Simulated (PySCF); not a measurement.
# Atomic charges by several schemes

Species: C₆H₁₃O₂P.
Cartesian coordinates in Å at the GFN2-xTB level; atoms count from 1:
```
atom  x, y, z in Å
C1     3.3851    0.7428    0.1475
C2     2.4229    0.2949   -0.6388
C3     0.9865    0.6503   -0.4813
P4     0.1649   -0.8689    0.1806
O5     0.4676   -2.1021   -0.5562
O6     0.7107   -0.9519    1.6999
C7    -1.6362   -0.5215    0.4045
C8    -2.2838   -0.4186   -0.9677
C9    -1.8872    0.7014    1.2712
H10    4.4095    0.4363    0.0247
H11    3.1859    1.4441    0.9420
H12    2.6362   -0.4168   -1.4249
H13    0.5304    0.8890   -1.4423
H14    0.8514    1.4724    0.2188
H15    1.2419   -1.7475    1.7692
H16   -2.0112   -1.4180    0.9133
H17   -1.9865   -1.2703   -1.5763
H18   -3.3690   -0.4087   -0.8839
H19   -1.9714    0.4944   -1.4721
H20   -1.6039    1.6098    0.7442
H21   -2.9434    0.7715    1.5261
H22   -1.3107    0.6367    2.1909
```

Density: PBE0/pcSseg-1 (PySCF); schemes: Mulliken, IAO, Hirshfeld and ESP-fitted. Isolated species at its GFN2-xTB geometry (one conformer only).

Q: Atoms with like bonding are taken together and averaged. For which atoms does the sign change between the 4 schemes (beyond +0.03 e in one, beyond −0.03 e in another)?

A: C7.

Q: Do the Mulliken, IAO, Hirshfeld and ESP-fitted schemes agree on where the charge is highest?

A: All schemes agree: Mulliken P4 (+1.097); IAO P4 (+1.681); Hirshfeld P4 (+0.479); ESP-fitted P4 (+0.846).

Q: Give the atomic charges in each scheme.

A: In e; atoms taken as equivalent share a row and are averaged (×n: the atom named and its like, n in all):

```
       atom                     environment  Mulliken     IAO  Hirshfeld  ESP-fitted
         C1            terminal =CH2 carbon    -0.136  -0.321     -0.103      -0.495
         C2                alkene CH carbon    -0.246  -0.131     -0.041      -0.115
         C3  sp3 carbon bound to phosphorus    -0.421  -0.525     -0.115      -0.186
         P4           phosphoryl phosphorus    +1.097  +1.681     +0.479      +0.846
         O5               phosphoryl oxygen    -0.611  -0.926     -0.405      -0.663
         O6                 hydroxyl oxygen    -0.513  -0.775     -0.242      -0.667
         C7  sp3 carbon bound to phosphorus    -0.565  -0.342     -0.061      +0.193
         C8                   methyl carbon    -0.235  -0.423     -0.118      -0.416
         C9                   methyl carbon    -0.229  -0.422     -0.120      -0.404
        H10                vinylic hydrogen    +0.120  +0.154     +0.048      +0.199
        H11                vinylic hydrogen    +0.109  +0.144     +0.044      +0.208
        H12                vinylic hydrogen    +0.128  +0.160     +0.049      +0.164
        H13              methylene hydrogen    +0.171  +0.162     +0.053      +0.089
        H14              methylene hydrogen    +0.161  +0.158     +0.050      +0.123
        H15               hydroxyl hydrogen    +0.254  +0.381     +0.180      +0.459
        H16                methine hydrogen    +0.160  +0.155     +0.049      +0.024
H17/H18/H19                 methyl hydrogen    +0.126  +0.146     +0.043      +0.110
H20/H21/H22                 methyl hydrogen    +0.126  +0.144     +0.041      +0.105
```

Mean size of the charges over all atoms: IAO 0.351 e, Mulliken 0.269 e, ESP-fitted 0.268 e, Hirshfeld 0.109 e. Each set sums to the total charge, 0, to within 0.001 e. The Hirshfeld scheme weights the molecular density at each point by an atom's share of the summed free-atom densities.

Some averages cover members that differ in this geometry: H20/H21/H22, ESP-fitted +0.084 to +0.118; H17/H18/H19, Mulliken +0.110 to +0.142; H17/H18/H19, IAO +0.133 to +0.158 e.

Q: How many electrons does the Mulliken scheme count on C9?

A: Z − q = 6 − (-0.229) = 6.229.

Q: Sum the charges by element, for elements with more than one atom.

A: 
| element | atoms | Mulliken | IAO | Hirshfeld | ESP-fitted |
| --- | --- | --- | --- | --- | --- |
| C | 6 | -1.832 | -2.164 | -0.558 | -1.425 |
| O | 2 | -1.124 | -1.701 | -0.646 | -1.330 |
| H | 13 | +1.859 | +2.185 | +0.725 | +1.909 |
